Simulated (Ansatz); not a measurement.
Program: Ansatz. Geometries: PBE0-D4/def2-TZVP. ΔE: electronic, gas phase. CBS: MP2 limit from def2 TZ/QZ plus the TZ coupled-cluster correction, frozen cores. This one scheme is used for every species. Functionals use def2-TZVPP. For Br outer-core shells are correlated without core-valence functions, which leaves a few kJ/mol of doubt a bond. Scalar relativity is left out up to krypton. Each species was taken in one conformer, which may not be the lowest.

Consider the hydrogenolysis of the Si–O bond: `O[Si](F)(F)Br` + H₂ → `F[SiH](F)Br` + H₂O.

| level | ΔE (kJ/mol) | difference from CCSD(T)/CBS |
| --- | --- | --- |
| LDA (SPW92) | 90.6 | 1.3 |
| r2SCAN-D4 | 97.2 | 7.9 |
| r2SCAN0-D4 | 95.8 | 6.5 |
| CAM-B3LYP-D4 | 92.9 | 3.6 |
| ωB97M-V | 92.8 | 3.5 |
| CAM-B3LYP | 89.4 | 0.1 |
| HF/def2-SVP | 73.9 | -15.4 |
| CCSD/def2-SVP | 78.5 | -10.8 |
| CCSD(T)/def2-SVP | 80.1 | -9.2 |
| HF/CBS(def2) | 86.8 | -2.5 |
| CCSD(T)/CBS | 89.3 | 0 |

Largest T1 diagnostic among the species: 0.010.

In def2-TZVPP, CCSD(T) changes the Hartree–Fock value by +3.7 kJ/mol (the triples alone add +1.9 kJ/mol) and MP2 by +8.3 kJ/mol. The D4 term adds +6.5 kJ/mol with B3LYP and +3.4 kJ/mol with PBE0; it sums over pairs of atoms, weighted by their polarisabilities, and B3LYP, whose exchange is more repulsive, gets the larger term. At CCSD(T), def2-SVP lies −9.2 kJ/mol from the extrapolated value and def2-TZVPP +1.0 kJ/mol.

CCSD(T)/CBS has its own doubt, a few kJ/mol and more with outer-core shells, so smaller differences from it don't rank the levels.

B3LYP here is the variant with VWN-RPA as its local correlation; programs differ in this.
